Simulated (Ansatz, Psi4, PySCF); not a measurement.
Noncovalent pair: HF (SMILES F) (first 2 atoms) with CH4O (SMILES CO); geometry from B3LYP-D3(BJ)/def2-TZVP, rigid monomers moved along the line of their centres of mass till H2···O4 is 1.48 Å.
(charge 0, multiplicity 1):
```xyz
8

F      0.0851     0.0129     0.2358
H     -0.2159    -0.0603     1.1336
C      0.5221     0.3914     3.3491
O     -0.5472    -0.1683     2.5753
H      0.2505     0.4436     4.4052
H      0.6811     1.3985     2.9713
H      1.4439    -0.1825     3.2301
H     -0.7222    -1.0682     2.8707
```

Monomers are frozen at their geometry in the pair; levels with a basis set take the counterpoise correction. Rows marked so take none.

Correlated levels freeze the cores. CBS: X⁻³ extrapolation of the correlation energy, Hartree–Fock from the larger set. Rows in 3-21G carry no dispersion term and start afresh at each structure.

The values were computed with Ansatz (Gaussian orbitals); Psi4 for SAPT; PySCF for 3-21G rows, the dispersion terms. Values without a source in brackets are computed.

| level | interaction energy (kcal/mol) |
|---|---|
| HF/3-21G (no counterpoise) | -14.97 |
| r2SCAN/def2-TZVPPD | -10.25 |
| r2SCAN-D3(BJ)/def2-TZVPPD | -10.44 |
| PBE0/def2-TZVPPD | -9.79 |
| MP2/aug-cc-pVDZ | -7.66 |
| MP2/CBS(aug-cc-pVDZ, aug-cc-pVTZ) | -9.17 |
| SCS-MP2/aug-cc-pVDZ | -6.67 |
| CCSD/aug-cc-pVDZ | (withheld) |
| SAPT0/jun-cc-pV(D+d)Z | -10.45 |

### Question
Fill in the missing entries.

### Answer

- CCSD/aug-cc-pVDZ, interaction energy (kcal/mol): -7.07

Ansatz is an electronic-structure program.
